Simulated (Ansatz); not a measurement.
Geometry optimisation, Ansatz, RKS B3LYP/def2-SVP.

Input:

```yaml
crystal:
  periodic: [false, false, false]
  atoms:
    - { symbol: C, position_ang: [0.5224, -1.7977, -0.253] }
    - { symbol: O, position_ang: [-0.3645, -0.6022, -0.348] }
    - { symbol: C, position_ang: [0.1874, 0.5073, 0.212] }
    - { symbol: C, position_ang: [-0.3442, 1.6911, 0.2746] }
    - { symbol: O, position_ang: [-1.6856, 1.803, -0.2642] }
    - { symbol: Br, position_ang: [0.3527, 3.2061, 1.0487] }
    - { symbol: H, position_ang: [-0.0271, -2.5857, -0.7303] }
    - { symbol: H, position_ang: [0.7113, -1.9974, 0.7735] }
    - { symbol: H, position_ang: [1.4171, -1.5746, -0.7627] }
    - { symbol: H, position_ang: [1.2179, 0.3648, 0.648] }
    - { symbol: H, position_ang: [-1.922, 0.9284, -0.578] }
basis:
  gaussian: { orbitals: def2-SVP }
hamiltonian:
  xc: b3lyp
relax:
  f_tol: 0.02
  max_steps: 50
output:
  orbitals: {}
```

Launched with:

```bash
$ ansatz run input.yaml --threads 2 --pin off --max-ram 3072MiB --backend cpu --events-out ev --progress --plain --runs-dir out
```

Where does it end, and by what steps?

The run converged. The force dipped under the threshold on the way, but the program's further checks kept it going. After 18 steps the energy has fallen by 0.602 eV; H8 moved furthest, 0.61 Å.

```json
{"step": "0", "energy less start (eV)": "0.0000", "largest force component (eV/Å)": "4.780", "accepted": "yes"}
{"step": "1", "energy less start (eV)": "-0.4093", "largest force component (eV/Å)": "2.513", "accepted": "yes"}
{"step": "2", "energy less start (eV)": "-0.5483", "largest force component (eV/Å)": "0.792", "accepted": "yes"}
{"step": "3", "energy less start (eV)": "-0.5743", "largest force component (eV/Å)": "0.232", "accepted": "yes"}
{"step": "4", "energy less start (eV)": "-0.5759", "largest force component (eV/Å)": "0.086", "accepted": "yes"}
{"step": "5", "energy less start (eV)": "-0.5763", "largest force component (eV/Å)": "0.019", "accepted": "yes"}
{"step": "6", "energy less start (eV)": "-0.5764", "largest force component (eV/Å)": "0.014", "accepted": "yes"}
{"step": "7", "energy less start (eV)": "-0.5765", "largest force component (eV/Å)": "0.022", "accepted": "yes"}
{"step": "8", "energy less start (eV)": "-0.5770", "largest force component (eV/Å)": "0.070", "accepted": "yes"}
{"step": "9", "energy less start (eV)": "-0.5776", "largest force component (eV/Å)": "0.139", "accepted": "yes"}
{"step": "10", "energy less start (eV)": "-0.5796", "largest force component (eV/Å)": "0.196", "accepted": "yes"}
{"step": "11", "energy less start (eV)": "-0.5752", "largest force component (eV/Å)": "0.531", "accepted": "no"}
{"step": "12", "energy less start (eV)": "-0.5850", "largest force component (eV/Å)": "0.095", "accepted": "yes"}
{"step": "13", "energy less start (eV)": "-0.5899", "largest force component (eV/Å)": "0.064", "accepted": "yes"}
{"step": "14", "energy less start (eV)": "-0.5923", "largest force component (eV/Å)": "0.285", "accepted": "yes"}
{"step": "15", "energy less start (eV)": "-0.5994", "largest force component (eV/Å)": "0.081", "accepted": "yes"}
{"step": "16", "energy less start (eV)": "-0.6001", "largest force component (eV/Å)": "0.123", "accepted": "yes"}
{"step": "17", "energy less start (eV)": "-0.6016", "largest force component (eV/Å)": "0.051", "accepted": "yes"}
{"step": "18", "energy less start (eV)": "-0.6017", "largest force component (eV/Å)": "0.007", "accepted": "yes"}
```

```xyz
11
Properties=species:S:1:pos:R:3
C 0.402 -1.735 -0.232
O -0.058 -0.471 -0.671
C 0.450 0.609 0.012
C -0.400 1.604 0.317
O -1.715 1.590 0.031
Br 0.181 3.199 1.146
H -0.049 -2.493 -0.888
H 0.110 -1.937 0.815
H 1.503 -1.808 -0.311
H 1.520 0.636 0.234
H -1.878 0.748 -0.433
```

Run time: 45 s on 2 threads of Intel(R) Xeon(R) 6975P-C (Granite Rapids), on a shared host, peak memory 0.36 GiB.
